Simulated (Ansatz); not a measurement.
Isomers of H3Au3⁺ (doublet), relaxed with PBE0-D4/def2-TZVP; total energies from Ansatz at r2SCAN0-D4/def2-TZVP.

```tsv
isomer	description	energy (Eh)
A	point group not assigned; 5 × Au–H 1.58 to 1.81 Å	-408.71792
B	point group not assigned; 5 × Au–H 1.59 to 1.79 Å	-408.71815
```

In the def2 sets Au takes a core potential; there is no spin–orbit coupling.

The isomers come from a short search, and lower ones may exist.

Problem. Work out the relative energies (1 Eh = 2625.5 kJ/mol) and the Boltzmann populations at 1200 K from electronic energies alone (R = 8.314 J/mol/K).

Solution. ΔE: A 0.6, B 0.0 kJ/mol. RT = 9.98 kJ/mol. Factors exp(−ΔE/RT): A 0.942, B 1; sum 1.942. Populations: A 48.5 %, B 51.5 %. Zero-point energy, vibrational entropy and symmetry numbers are left out and can shift these; an error of 4 kJ/mol changes a ratio by a factor of 1.5. Over the other density-functional and correlated levels in def2 sets, the gap between B and A ranges from 0 to 2 kJ/mol.
